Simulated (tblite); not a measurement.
Compound: C6H12O.
Z-matrix (Å and degrees, GFN2-xTB geometry), rows numbered from 1:
```
C 
C   1  1.3229
C   2  1.5118  1  120.98
O   3  1.4139  2  112.18  1  -114.12
C   2  1.5021  1  125.55  3  -178.04
C   5  1.5252  2  115.76  1     9.26
C   6  1.5243  5  111.10  2   176.93
H   1  1.0779  2  121.35  3    -2.02
H   1  1.0753  2  122.73  3   179.05
H   3  1.0937  2  110.20  1   129.20
H   3  1.0989  2  110.25  1     9.37
H   4  0.9637  3  108.35  2    58.33
H   5  1.0947  2  107.64  1   132.12
H   5  1.0954  2  107.85  1  -113.27
H   6  1.0919  5  109.60  2   -62.31
H   6  1.0922  5  109.53  2    56.05
H   7  1.0878  6  110.61  5   179.66
H   7  1.0882  6  110.60  5    59.64
H   7  1.0881  6  110.59  5   -60.34
```

Calculated harmonic vibrations of the isolated species, GFN2-xTB (tblite), most abundant isotopes, no scaling. The method is semi-empirical: single wavenumbers can be off by several per cent or more. One conformer, not necessarily the lowest.

Harmonic wavenumbers (cm⁻¹): 52.0, 69.1, 112.1, 173.4, 236.7, 240.6, 331.3, 350.9, 420.4, 479.9, 551.4, 712.1, 788.1, 862.8, 896.2, 905.2, 939.0, 960.0, 983.2, 1067.4, 1092.7, 1100.4, 1124.9, 1149.7, 1222.8, 1237.0, 1274.3, 1297.9, 1303.9, 1336.9, 1372.6, 1417.5, 1423.1, 1464.3, 1474.0, 1502.3, 1505.9, 1507.2, 1731.0, 2883.7, 2930.7, 2957.6, 2964.9, 2972.9, 2984.2, 3028.4, 3030.5, 3036.7, 3099.5, 3136.9, 3547.5.

A = 4432, B = 1379, C = 1138 MHz; mass 100.089 u (most abundant isotopes); point group C1, symmetry number 1.

Q: Zero-point energy?

A: ½Σν̃ = 36622 cm⁻¹ = 104.71 kcal/mol.

Q: What is S at 350 K and 1 bar for an ideal gas of classical rigid rotors and harmonic oscillators?

A: Translation 40.54, rotation 28.70, vibration 29.13: S = 98.4 cal/(mol K).

Q: And Cp and H(350 K) − H(0)?

A: Cp = 38.59 cal/(mol K), of which vibrations give 30.64 (their classical limit is 51 R = 101.3); H(350 K) − H(0) = 8.10 kcal/mol without the zero-point energy, 5.32 from vibrations.

Q: Which modes carry the vibrational entropy at 350 K?

A: 52.0 cm⁻¹: 5.06; 69.1 cm⁻¹: 4.49; 112.1 cm⁻¹: 3.54; 173.4 cm⁻¹: 2.70; 236.7 cm⁻¹: 2.12; 240.6 cm⁻¹: 2.09 cal/(mol K); the other 45 give 9.12 together.

Q: Blend soft modes into free rotors: weight 1/[1 + (100 cm⁻¹/ν̃)⁴] for the oscillator and the rest for a rotor with moment μB/(μ + B), μ = h/(8π²ν), B = 10⁻⁴⁴ kg m². What vibrational entropy results?

A: 26.66 cal/(mol K) in place of 29.13, which changes −T·S at 350 K by +0.86 kcal/mol.

Hindered rotation and anharmonicity are outside this model. Other conformers, if any are populated, would add a mixing term that is left out. The structure is chiral; the term R ln 2 for an equal mix with its mirror image is left out.

Run on Arm Neoverse N1, one thread, on a shared host. This covers the Hessian and the dipole derivatives.
